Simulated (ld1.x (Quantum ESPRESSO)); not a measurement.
**Varying the TM potential for antimony (Sb)**

Base potential:

```
Element                 : Sb
Generator               : ld1.x (Quantum ESPRESSO) 7.5
Type                    : norm-conserving Troullier–Martins (Kleinman–Bylander form)
Functional              : LDA (PZ)
Relativity              : fully relativistic
Frozen core             : [Kr]
Valence charge          : 15
Reference configuration : 4d10 5s2 5p3
Partial waves           : 5p (bound): rc 1.90 bohr; 4d (bound): rc 1.55 bohr; 5s (bound): rc 1.80 bohr
Local potential         : the s channel
Core correction         : Bessel-smoothed model core, default radius (core density twice the valence density)
```

Open shells are filled in proportion to 2j + 1 (rel_dist='average').

All-electron outer shells of the reference configuration (LDA (PZ), scalar-relativistic, ld1.x):

```json
{"shell": "4s", "level (eV)": "-148.49", "outermost node (bohr)": "0.39", "outermost maximum (bohr)": "0.73"}
{"shell": "4p", "level (eV)": "-101.60", "outermost node (bohr)": "0.39", "outermost maximum (bohr)": "0.76"}
{"shell": "4d", "level (eV)": "-33.55", "outermost node (bohr)": "0.38", "outermost maximum (bohr)": "0.84"}
{"shell": "5s", "level (eV)": "-13.09", "outermost node (bohr)": "0.95", "outermost maximum (bohr)": "1.88"}
{"shell": "5p", "level (eV)": "-5.00", "outermost node (bohr)": "1.04", "outermost maximum (bohr)": "2.32"}
```

Cutoffs, loose and tight: the cutoffs (Ry, on a coarse ladder) from which the occupation-weighted sum of valence levels, in a spherical-Bessel basis at the reference potential, stays within 10 and 1 mRy of its value at 400 Ry. They do not see the model core or the augmentation charge, which bear on the density cutoff. Test errors are all-electron minus pseudo excitation energies from the reference, over the configurations 4d10 5s2 5p2; 4d10 5s2 5p1; 4d10 5s2 5p0; 4d9 5s2 5p3; 4d10 5s0 5p5; 4d10 5s1 5p4; 4d10 5s1 5p0. A dash means not determined; rows that change the core or the reference have their own tests. The largest error is taken over the tests solved by every variant that gives reliable tests at all: 4d10 5s1 5p0; 4d10 5s1 5p4; 4d10 5s2 5p0; 4d10 5s2 5p1; 4d10 5s2 5p2; 4d9 5s2 5p3.

A true bound ghost makes a file unfit for plane-wave use even where its test errors are small: the radial tests pick states by their node count and pass the ghost by.

The default core radius of the base comes out at 0.61 bohr.

| change | outcome | cutoff, loose | cutoff, tight | bound ghosts | largest test error (meV) |
| --- | --- | --- | --- | --- | --- |
| base | generated | 90 Ry | 140 Ry | none | -322 |
| core correction Bessel-smoothed model core inside 1.58 bohr | generated | 90 Ry | 140 Ry | none | -303 |
| wave 5p (bound): rc 1.90 bohr becomes 5p (bound): rc 1.76 bohr | generated | 90 Ry | 140 Ry | none | -292 |
| scalar-relativistic | generated | 90 Ry | 140 Ry | none | -333 |
| wave 5s (bound): rc 1.80 bohr becomes 5s (bound): rc 1.74 bohr | generated | 90 Ry | 140 Ry | none | -310 |
| wave 4d (bound): rc 1.55 bohr becomes 4d (bound): rc 1.58 bohr | generated | 90 Ry | 140 Ry | none | -315 |

(1) What comes out with this change to the base: local potential the d channel?

(2) What comes out with this change to the base: core [Kr] 4d10, valence charge 5; reference 5s2 5p3; waves now 5s (bound): rc 1.70 bohr; 5p (bound): rc 2.00 bohr; local potential the p channel; core correction a·sin(br)/r model core, default radius (core density twice the valence density)?

(3) What comes out with this change to the base: all radii but the core radius scaled by about 1.12 (s 2.02, p 2.14, d 1.74 bohr)?

Answers

(1) outcome: generated, misses its reference levels by 0.76 eV; cutoff, loose: 90 Ry; cutoff, tight: 140 Ry; bound ghosts: s, p3/2, p1/2; largest test error (meV): -243.

(2) outcome: generated, misses its reference levels by 0.44 eV; cutoff, loose: 30 Ry; cutoff, tight: 55 Ry; bound ghosts: none; largest test error (meV): -301.

(3) outcome: generated; cutoff, loose: 80 Ry; cutoff, tight: 140 Ry; bound ghosts: none; largest test error (meV): -313.
